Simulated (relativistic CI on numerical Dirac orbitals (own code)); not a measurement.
## Hyperfine structure of W¹⁷⁺, mass number 183

Calculated at this level of theory: Dirac-Coulomb-Breit CI, KLI orbitals optimised for each configuration, a model potential for QED, unscaled Slater integrals (own radial code, finite nucleus).

Configuration list (outside the closed core [Ar] 3d10): 4s2 4p6 4d10 4f11, 4s2 4p6 4d10 4f10 5s, 4s2 4p6 4d10 4f9 5s2, 4s2 4p6 4d10 4f10 5p, 4s2 4p6 4d10 4f10 5d, 4s2 4p6 4d9 4f12, 4s2 4p6 4d10 4f10 6s, 4s2 4p6 4d8 4f13, 4s2 4p5 4d10 4f12, 4s2 4p4 4d10 4f13, 4p6 4d10 4f13, 4s 4p6 4d10 4f11 5s, 4s 4p6 4d9 4f13, 4s 4p6 4d10 4f11 6s. Levels of other configurations are missing.

Nuclear spin I = 1/2, μ = 0.11739 μN (tables of Stone and Pyykkö). The electronic factors are computed for point nuclear moments, without core polarisation or the Bohr-Weisskopf and QED corrections.

| Level | E (cm⁻¹) | A (MHz) |
| --- | --- | --- |
| 4s2 4p6 4d10 4f11 4I°_15/2 | 0.0 | 398.3 |
| 4s2 4p6 4d10 4f11 4I°_13/2 | 15779.0 | 461.3 |
| 4s2 4p6 4d10 4f11 4I°_11/2 | 21384.9 | 465.5 |
| 4s2 4p6 4d10 4f10 5s 6I_17/2 | 23289.7 | 4930 |
| 4s2 4p6 4d10 4f10 5s 6I_15/2 | 33687.0 | 1175 |
| 4s2 4p6 4d10 4f11 4F°_7/2 | 41730.1 | 403.9 |
| 4s2 4p6 4d10 4f10 5s 6I_13/2 | 43267.1 | 853.1 |
| 4s2 4p6 4d10 4f11 4F°_5/2 | 44221.9 | 412.5 |

Levels with J = 0, under 50 % of one LS term, or S terms without an open s electron are left out. Small factors come from cancelling terms and can be off by tens of per cent or more.

At this charge transitions that keep the count of f electrons are usually good to a few per cent. Terms inside the open d or f shell come out 10 to 20 % too wide with unscaled integrals. Levels that differ in their count of f electrons can be misplaced by several ten thousand cm⁻¹, since the correlation energy of f electrons is missing or only estimated; rates across such gaps can be off by orders of magnitude.

Give the hyperfine levels of 4s2 4p6 4d10 4f11 4I°_15/2 relative to its centre of gravity.

With K = F(F + 1) − I(I + 1) − J(J + 1), E = AK/2: F = 7: -1693, F = 8: 1494 MHz.

LS names give the leading component of a level, which can be under half, so a name can repeat, a term be missing and a line seem to break the LS rules.
